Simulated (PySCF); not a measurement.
Ga(Me)(Cl) (CH3ClGa), SMILES [CH3][Ga+][Cl], charge +1.

Geometry: r2SCAN-D4/def2-TZVP. The multiplicity is an assumed one; other spin states were not compared. The isomer is the one that the SMILES or the coordinates give; other isomers of the formula were not compared.

Level of theory: PBE/def2-TZVPD (PySCF).

Symmetry labels are those of the subgroup Cs that the program uses (full group C3v).

Computed valence orbital energies around the gap with their symmetry:
| orbital | symmetry | energy (eV) |
|---|---|---|
| HOMO−7 | A' | -25.88 |
| HOMO−6 | A' | -23.30 |
| HOMO−5 | A' | -17.03 |
| HOMO−4 | A' | -16.11 |
| HOMO−3 | A" | -16.11 |
| HOMO−2 | A' | -14.67 |
| HOMO−1 | A' | -13.95 |
| HOMO | A" | -13.95 |
| LUMO | A' | -8.22 |
| LUMO+1 | A' | -7.81 |
| LUMO+2 | A" | -7.81 |
| LUMO+3 | A' | -4.30 |
